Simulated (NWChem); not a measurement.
Program: NWChem. System: C$_{2}$H$_{3}$ClO$_{2}$Si, charge 0, spin multiplicity 1, at a geometry optimised with PBE/def2-SVP. The structure started from a generated list of species. Level: LDA (SVWN5)/def2-SVP.

The NWChem input:

```
start mol
memory heap 200 mb stack 800 mb global 1000 mb
geometry units angstroms nocenter noautoz noautosym
  O     -2.499753     1.311159     0.013833
  C     -1.456279     0.748564     0.194774
  C     -1.129394    -0.645663     0.781788
  Si     0.649976    -0.096112     0.517204
  Cl     1.734960    -1.063278    -0.945597
  O     -0.201864     1.290872    -0.090309
  H     -1.497157    -1.466582     0.134331
  H     -1.529946    -0.788940     1.804426
  H      1.560084     0.243158     1.647964
end
basis spherical
  * library def2-svp
end
dft
  xc slater vwn_5
  semidirect memsize 60000000 filesize 0
  iterations 100
end
task dft energy
```

Part of the output:

```
             Northwest Computational Chemistry Package (NWChem) 7.3.0
             --------------------------------------------------------

                                NWChem Input Module
                                -------------------

 Scaling coordinates for geometry "geometry" by  1.889725989
 (inverse scale =  0.529177249)

                             Geometry "geometry" -> ""
                             -------------------------

 Output coordinates in angstroms (scale by  1.889725989 to convert to a.u.)

  No.       Tag          Charge          X              Y              Z
 ---- ---------------- ---------- -------------- -------------- --------------
    1 O                    8.0000    -2.49975300     1.31115900     0.01383300
    2 C                    6.0000    -1.45627900     0.74856400     0.19477400
    3 C                    6.0000    -1.12939400    -0.64566300     0.78178800
    4 Si                  14.0000     0.64997600    -0.09611200     0.51720400
    5 Cl                  17.0000     1.73496000    -1.06327800    -0.94559700
    6 O                    8.0000    -0.20186400     1.29087200    -0.09030900
    7 H                    1.0000    -1.49715700    -1.46658200     0.13433100
    8 H                    1.0000    -1.52994600    -0.78894000     1.80442600
    9 H                    1.0000     1.56008400     0.24315800     1.64796400

 Effective nuclear repulsion energy (a.u.)     347.8541160890

            Nuclear Dipole moment (a.u.)
            ----------------------------
        X                 Y               Z
 ---------------- ---------------- ----------------
    -0.0000170075    -0.0000075589    -0.0000151178


 Summary of "ao basis" -> "" (spherical)
 ------------------------------------------------------------------------------
       Tag                 Description            Shells   Functions and Types
 ---------------- ------------------------------  ------  ---------------------
 *                          def2-svp                  on all atoms

                                 NWChem DFT Module
                                 -----------------

 Summary of "ao basis" -> "ao basis" (spherical)
 ------------------------------------------------------------------------------
       Tag                 Description            Shells   Functions and Types
 ---------------- ------------------------------  ------  ---------------------
 O                          def2-svp                 6       14   3s2p1d
 C                          def2-svp                 6       14   3s2p1d
 Si                         def2-svp                 8       18   4s3p1d
 Cl                         def2-svp                 8       18   4s3p1d
 H                          def2-svp                 3        5   2s1p

 Summary of "ao basis" -> "ao basis" (spherical)
 ------------------------------------------------------------------------------
       Tag                 Description            Shells   Functions and Types
 ---------------- ------------------------------  ------  ---------------------
 O                          def2-svp                 6       14   3s2p1d
 C                          def2-svp                 6       14   3s2p1d
 Si                         def2-svp                 8       18   4s3p1d
 Cl                         def2-svp                 8       18   4s3p1d
 H                          def2-svp                 3        5   2s1p

            General Information
            -------------------
[...]
 d= 0,ls=0.0,diis     1   -973.2178450365 -1.32D+03  3.64D-02  2.19D+00     2.0
 d= 0,ls=0.0,diis     2   -971.9157709881  1.30D+00  2.86D-02  1.39D+01     2.3
 d= 0,ls=0.0,diis     3   -973.3643616427 -1.45D+00  8.19D-03  6.95D-01     2.6
 d= 0,ls=0.0,diis     4   -973.3882485446 -2.39D-02  4.28D-03  5.03D-01     2.9
 d= 0,ls=0.0,diis     5   -973.4331878850 -4.49D-02  1.63D-03  3.54D-02     3.3
  Resetting Diis
 d= 0,ls=0.0,diis     6   -973.4368696029 -3.68D-03  4.21D-04  1.41D-03     3.6
 d= 0,ls=0.0,diis     7   -973.4370508971 -1.81D-04  2.21D-04  1.09D-04     3.9
 d= 0,ls=0.0,diis     8   -973.4370173711  3.35D-05  1.38D-04  3.92D-04     4.3
 d= 0,ls=0.0,diis     9   -973.4370637042 -4.63D-05  3.30D-05  2.08D-05     4.6
 d= 0,ls=0.0,diis    10   -973.4370655077 -1.80D-06  9.67D-06  2.04D-06     5.0
 d= 0,ls=0.0,diis    11   -973.4370657173 -2.10D-07  2.97D-06  2.08D-07     5.3

         Total DFT energy =     -973.437065717255
      One electron energy =    -2038.974120273272
           Coulomb energy =      791.499263063880
    Exchange-Corr. energy =      -73.816324596896
 Nuclear repulsion energy =      347.854116089034

 Numeric. integr. density =       62.000007375082

     Total iterative time =      5.0s

                       DFT Final Molecular Orbital Analysis
                       ------------------------------------

 Vector   29  Occ=2.000000D+00  E=-2.988004D-01
              MO Center= -3.4D-01,  4.7D-01, -1.9D-01, r^2= 4.5D+00
   Bfn.  Coefficient  Atom+Function         Bfn.  Coefficient  Atom+Function
  ----- ------------  ---------------      ----- ------------  ---------------
    84      0.402106  6 O  pz                71     -0.334028  5 Cl px
     6     -0.292901  1 O  pz                87      0.290028  6 O  pz
    68     -0.243727  5 Cl px                 9     -0.200843  1 O  pz
    32     -0.150609  3 C  px                65     -0.142218  5 Cl px
     5     -0.137268  1 O  py                31     -0.134583  3 C  s

 Vector   30  Occ=2.000000D+00  E=-2.925844D-01
              MO Center= -1.6D-02,  2.1D-01,  1.0D-01, r^2= 4.5D+00
   Bfn.  Coefficient  Atom+Function         Bfn.  Coefficient  Atom+Function
  ----- ------------  ---------------      ----- ------------  ---------------
    83      0.336678  6 O  py                31      0.254919  3 C  s
    72      0.255301  5 Cl py                86      0.231424  6 O  py
    32      0.229950  3 C  px                 6     -0.227195  1 O  pz
    69      0.195325  5 Cl py                71      0.186744  5 Cl px
   104     -0.180122  9 H  s                103     -0.164425  9 H  s

 Vector   31  Occ=2.000000D+00  E=-2.469070D-01
              MO Center= -1.8D+00,  8.7D-01,  1.2D-01, r^2= 2.7D+00
   Bfn.  Coefficient  Atom+Function         Bfn.  Coefficient  Atom+Function
  ----- ------------  ---------------      ----- ------------  ---------------
     5      0.463016  1 O  py                 8      0.305398  1 O  py
     4      0.234748  1 O  px                31      0.218777  3 C  s
     6     -0.196564  1 O  pz                82      0.193884  6 O  px
    33      0.182752  3 C  py                36      0.171312  3 C  py
    85      0.160002  6 O  px                32     -0.157779  3 C  px

 Vector   32  Occ=0.000000D+00  E=-5.651290D-02
              MO Center= -1.6D+00,  6.8D-01,  2.2D-01, r^2= 2.2D+00
   Bfn.  Coefficient  Atom+Function         Bfn.  Coefficient  Atom+Function
  ----- ------------  ---------------      ----- ------------  ---------------
    20      0.516555  2 C  pz                23      0.417459  2 C  pz
    94      0.375523  7 H  s                 99     -0.365435  8 H  s
     6     -0.360865  1 O  pz                 9     -0.352167  1 O  pz
    84     -0.248041  6 O  pz                37      0.228283  3 C  pz
    87     -0.225320  6 O  pz                19      0.217767  2 C  py

 Vector   33  Occ=0.000000D+00  E=-4.310585D-02
              MO Center=  7.3D-01, -4.1D-01,  6.2D-01, r^2= 3.3D+00
   Bfn.  Coefficient  Atom+Function         Bfn.  Coefficient  Atom+Function
  ----- ------------  ---------------      ----- ------------  ---------------
    54      0.897482  4 Si py                31      0.564620  3 C  s
    46     -0.453773  4 Si s                 55     -0.350156  4 Si pz
    35      0.323912  3 C  px                51      0.309732  4 Si py
    81     -0.308847  6 O  s                104      0.276951  9 H  s
    73      0.269872  5 Cl pz                17     -0.236397  2 C  s

 Vector   34  Occ=0.000000D+00  E=-2.769320D-02
              MO Center=  1.0D+00, -1.1D-01,  2.2D-01, r^2= 3.4D+00
   Bfn.  Coefficient  Atom+Function         Bfn.  Coefficient  Atom+Function
  ----- ------------  ---------------      ----- ------------  ---------------
    53      0.750746  4 Si px                45      0.612809  4 Si s
    55     -0.525949  4 Si pz                64     -0.470132  5 Cl s
    73     -0.410471  5 Cl pz                31      0.406195  3 C  s
   104     -0.400560  9 H  s                 72     -0.358615  5 Cl py
    46      0.309959  4 Si s                 44      0.263797  4 Si s

 center of mass
 --------------
 x =   0.04857906 y =   0.01480408 z =  -0.06951497

 moments of inertia (a.u.)
 ------------------
         575.167342255554         440.642898944645         223.202583686666
         440.642898944645        1135.493515488719         -95.317539149334
         223.202583686666         -95.317539149334        1335.370302596504

     Multipole analysis of the density
     ---------------------------------

     L   x y z        total         alpha         beta         nuclear
     -   - - -        -----         -----         ----         -------
     0   0 0 0     -0.000000    -31.000000    -31.000000     62.000000

     1   1 0 0      0.598291      0.299154      0.299154     -0.000017
     1   0 1 0     -1.021646     -0.510819     -0.510819     -0.000008
     1   0 0 1      0.723756      0.361886      0.361886     -0.000015

     2   2 0 0    -39.556944   -260.460875   -260.460875    481.364805
     2   1 1 0      4.121277    107.271080    107.271080   -210.420883
     2   1 0 1     -0.220103     54.713870     54.713870   -109.647844
     2   0 2 0    -37.987763   -117.427666   -117.427666    196.867569
     2   0 1 1      0.261310    -21.715685    -21.715685     43.692679
     2   0 0 2    -33.582249    -68.387555    -68.387555    103.192862

 Task  times  cpu:        5.3s     wall:        5.3s

 Total times  cpu:        5.4s     wall:        5.4s
```
